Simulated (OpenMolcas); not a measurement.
# Potential curves of TiO⁺: spin–orbit levels

Computed with OpenMolcas 26.06: state-averaged CASSCF(7,9) over Ti 4s 3d, O 2p, XMS-CASPT2 (IPEA 0.25, imaginary shift 0.2 hartree), scalar X2C, ANO-RCC-VTZP, then RASSI spin–orbit state interaction with atomic mean-field integrals. C2 symmetry about the axis (a holds Σ, Δ, Γ; b holds Π, Φ, H; Σ⁺ and Σ⁻ are not told apart); roots by multiplicity and irrep: 2a 3.

XMS-CASPT2 energies with spin–orbit state interaction in eV from the lowest point. Curves are followed by energy order within each symmetry, so they are adiabatic and may change character at avoided crossings.

```json
{"R (Å)": "1.402", "(1)Ω=3/2": "1.207", "(1)Ω=1/2": "2.133"}
{"R (Å)": "1.464", "(1)Ω=3/2": "0.498", "(1)Ω=1/2": "1.465"}
{"R (Å)": "1.511", "(1)Ω=3/2": "0.197", "(1)Ω=1/2": "1.192"}
{"R (Å)": "1.558", "(1)Ω=3/2": "0.044", "(1)Ω=1/2": "1.071"}
{"R (Å)": "1.613", "(1)Ω=3/2": "0.000", "(1)Ω=1/2": "1.079"}
{"R (Å)": "1.667", "(1)Ω=3/2": "0.118", "(1)Ω=1/2": "1.209"}
{"R (Å)": "1.745", "(1)Ω=3/2": "0.457", "(1)Ω=1/2": "1.538"}
{"R (Å)": "1.870", "(1)Ω=3/2": "1.154", "(1)Ω=1/2": "2.249"}
{"R (Å)": "2.103", "(1)Ω=3/2": "2.643", "(1)Ω=1/2": "3.570"}
```

Left out for impure symmetry, kinks or missing points, though low: (1)Ω=5/2. Only roots inside an energy window near the equilibrium distance were included, so the list of states is not complete; labels number the states computed. Each spin and symmetry block has orbitals of its own, averaged over its own roots, so gaps between blocks are less sure than gaps within one and near the minimum can be off by tenths of an eV, in bad cases by more. No Rydberg orbitals are active, so Rydberg states, and σ→σ* states whose orbital the CASSCF left unused, can be missing between those listed. CASPT2 splits the two components of degenerate states numerically, here by up to 6 cm⁻¹. No roots were computed in blocks 2b, 4a, 4b (none fell in the window or the block failed), so states of that kind are missing and can lie low or lowest. For d and f metals this valence active space lacks a second d shell: the order of states is not reliable within half an eV or more, and the lowest computed state need not be the true ground state.
